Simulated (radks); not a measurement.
Excited configurations of Pr I: one electron is placed in a higher orbital outside [Xe] 4f3 6s1. The ground configuration is [Xe] 4f3 6s2. Method: scalar-relativistic Kohn-Sham, PBE, spin-polarised, spherical densities, finite nucleus; open shells are filled with parallel spins first (spin-orbit coupling, left out, can overturn this in heavy ions); Fermi nuclear charge, rms radius 4.8919 fm; computed with a radial shooting solver on a logarithmic mesh with Libxc functionals. Excitation = E - E(ground); binding = E(ion) - E, where the ion is the core of charge +1; n* = 1/sqrt(2 binding) in atomic units, and the quantum defect is n - n*.

| outer orbital | excitation (eV) | binding (eV) | n* | quantum defect | eigenvalue (eV) | <r> (bohr) |
|---|---|---|---|---|---|---|
| 5d | 0.905 | 4.515 | 1.736 | 3.264 | -1.674 | 3.542 |
| 6p | 1.697 | 3.723 | 1.912 | 4.088 | -2.029 | 5.712 |
| 6d | 3.849 | 1.570 | 2.944 | 3.056 | -0.791 | 11.23 |
| 6f | 4.707 | 0.713 | 4.370 | 1.630 | -0.401 | 26.91 |
| 7s | 3.241 | 2.178 | 2.499 | 4.501 | -1.349 | 10.29 |
| 7d | 4.418 | 1.002 | 3.686 | 3.314 | -0.591 | 20.48 |
| 7f | 4.891 | 0.529 | 5.074 | 1.926 | -0.333 | 39.65 |

Estimate the row for 5f.

Answer. excitation (eV) 4.429; binding (eV) 0.990; n* 3.706; quantum defect 1.294; eigenvalue (eV) -0.467; <r> (bohr) 16.04. The Delta-SCF ionisation energy is 5.420 eV (NIST Atomic Spectra Database: 5.470 eV, semi-empirical). Self-interaction in the functional shifts the binding energies and quantum defects, so they are the method's values and not measured ones. Open shells are spherical and high-spin; term and fine-structure splittings are not resolved. Spin-orbit splitting is averaged out at the scalar-relativistic level.
